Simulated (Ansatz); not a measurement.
C4H12Sn⁺, that is SnHMe2Et with one electron fewer. Total charge 1; doublet. Geometry r2SCAN-D4/def2-SVP, that of the neutral singlet.

```tsv
atom	x (Å)	y (Å)	z (Å)
Sn1	-0.444	-0.239	0.616
H2	-0.051	-1.404	1.830
C3	0.166	1.724	1.291
H4	-0.351	1.986	2.226
H5	-0.081	2.478	0.529
H6	1.251	1.750	1.474
C7	-2.579	-0.254	0.273
H8	-2.908	-1.246	-0.068
H9	-2.841	0.487	-0.497
H10	-3.118	-0.003	1.198
C11	0.619	-0.725	-1.217
C12	2.139	-0.713	-1.061
H13	0.294	0.002	-1.982
H14	0.264	-1.713	-1.556
H15	2.650	-0.958	-2.008
H16	2.510	0.275	-0.740
H17	2.479	-1.446	-0.310
```

In the def2 sets Sn takes a core potential; there is no spin–orbit coupling. At PBE-D4/def2-TZVP the gap within one spin of the charge 1 doublet nearly closes, so an electron or hole may be smeared out by delocalisation error.

**Question.** Estimate the α-spin orbital energies around the gap (eV) in Ansatz with HF/def2-TZVP, PBE-D4/def2-TZVP, PBE0-D4/def2-TZVP.

**Answer.** 
```csv
orbital,HF/def2-TZVP,PBE-D4/def2-TZVP,PBE0-D4/def2-TZVP
HOMO−5,-19.27,-14.18,-15.62
HOMO−4,-19.22,-14.11,-15.54
HOMO−3,-19.07,-13.60,-15.23
HOMO−2,-17.65,-12.43,-13.97
HOMO−1,-16.03,-11.95,-13.13
HOMO,-15.49,-11.83,-12.90
LUMO,-1.49,-5.18,-4.33
LUMO+1,-1.14,-4.52,-3.71
LUMO+2,-0.90,-4.41,-3.56
LUMO+3,-0.32,-3.92,-3.10
LUMO+4,0.29,-3.36,-2.53
LUMO+5,0.61,-2.90,-2.19
β HOMO,-14.98,-11.60,-12.57
β LUMO,-6.92,-11.55,-10.87
```
